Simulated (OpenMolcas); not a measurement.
Sc: the spin-orbit constant, thermal populations, worked from levels

```yaml
Program: OpenMolcas
Basis: ANO-RCC-VTZP [6s5p3d2f1g]
Scalar_Hamiltonian: DKH2, point nucleus
Active_space: 3 electrons in 6 orbitals (3d 4s)
State_averaging: 2S+1 = 4 even, 17 roots (10 in the spin-orbit step); 2S+1 = 2 even, 29 roots
Spin-orbit_coupling: RASSI with atomic mean-field integrals over the reference wave functions, term energies averaged over their components
```

Methods: CASSCF; MS-CASPT2, IPEA 0.25 Eh, imaginary shift 0.1 Eh (closed shells correlated: 3s 3p). Measured levels: NIST Handbook of Basic Atomic Spectroscopic Data.

**The spin-orbit constant.** For the Hund term ²D of d1, E(J) = (A/2) J(J+1) + constant and ζ = 2S·A = A. From J = 3/2 to J = 5/2 the energy changes by 2.5 A.

| Source | E(5/2) - E(3/2) | A | ζ |
| --- | --- | --- | --- |
| CASSCF | 134.7 | 53.9 | 54 |
| MS-CASPT2 | 140.4 | 56.2 | 56 |
| measured | 168.3 | 67.3 | 67 |

All in cm-1. MS-CASPT2 is off by -16.6 % and CASSCF by -20.0 %. Both methods take the spin-orbit matrix elements from the reference wave functions, so the second can move ζ only through the term energies and any multistate remixing.

**Thermal populations.** Z = Σ (2J + 1) exp(-E/kT) with k = 0.695035 cm-1/K, over the levels below. No other level of either list lies under 13400 cm-1, which is above 7 kT at each temperature.

| Level | 2J + 1 | MS-CASPT2 | measured |
| --- | --- | --- | --- |
| 3d 4s² ²D_3/2 | 4 | 0.0 | 0.0 |
| 3d 4s² ²D_5/2 | 6 | 140 | 168 |
| 3d² 4s ⁴F_3/2 | 4 | 8430 | 11520 |
| 3d² 4s ⁴F_5/2 | 6 | 8470 | 11558 |
| 3d² 4s ⁴F_7/2 | 8 | 8530 | 11610 |
| 3d² 4s ⁴F_9/2 | 10 | 8600 | 11677 |

```tsv
T (K)	Z, MS-CASPT2	Z, measured levels	Ground level (%), MS-CASPT2	Ground level (%), measured levels
300	7.066	6.681	56.6	59.9
1000	8.906	8.712	44.9	45.9
2000	9.486	9.324	42.2	42.9
```

At 2000 K, kT = 1390 cm-1, and the computed levels give Z = 4.000 + 5.425 + 0.009 + 0.014 + 0.017 + 0.021 = 9.486.

CASPT2 does not keep the components of a term degenerate, so their means are used; among the terms shown or strongly mixed into the levels shown the widest spread is 1200 cm-1 (3d² 4s ⁴F, MS-CASPT2). Some high roots are left out of the spin-orbit mixing, which shifts the levels that they would mix with. A single d shell beside an s shell can misplace configurations of different d count against each other. Without dynamic correlation excited terms often stand tens of per cent too high (terms of higher spin than the ground term too low), and those without a measured partner can miss by more than the paired ones (holds for CASSCF). Measured partners are found by configuration, term and J. A level has none where our copy of the source lacks it or the pairing is in doubt (some pairs that miss far off the trend of their configuration count as doubtful), and it then counts in no deviation. Only configurations of the active space appear.
